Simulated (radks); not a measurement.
Problem. These are the eigenvalues of the occupied orbitals of an atom or ion with whole-number occupations (hartree). All-electron calculation, scalar-relativistic Kohn-Sham, LDA (Slater exchange, Perdew-Wang correlation), spin-polarised, spherical densities, finite nucleus; Fermi nuclear charge, rms radius of each element as measured or else 0.836 A^(1/3) + 0.57 fm. Program: a radial shooting solver on a logarithmic mesh with Libxc functionals.

1s up: -746.1970
1s down: -746.1918
2s up: -121.3467
2s down: -121.1325
2p up: -110.5701
2p down: -110.4044
3s up: -34.24362
3s down: -33.98628
3p up: -30.70208
3p down: -30.44214
3d up: -25.13037
3d down: -24.83392

Which element is it, and in what charge state? The configuration may be excited. Open shells, if any, are filled with parallel spins first.

Solution. Z = 42, molybdenum, charge +17: Mo17+ in [Ar] 3d7. The list shows which subshells hold electrons but not how many an open one holds; the 1s level, -746.2 hartree, gives Z - s = 38.6 by -(Z - s)^2/2, which with screening and relativity narrows Z to a few neighbours, and the depths of the outer levels then fix element, charge and occupations together.
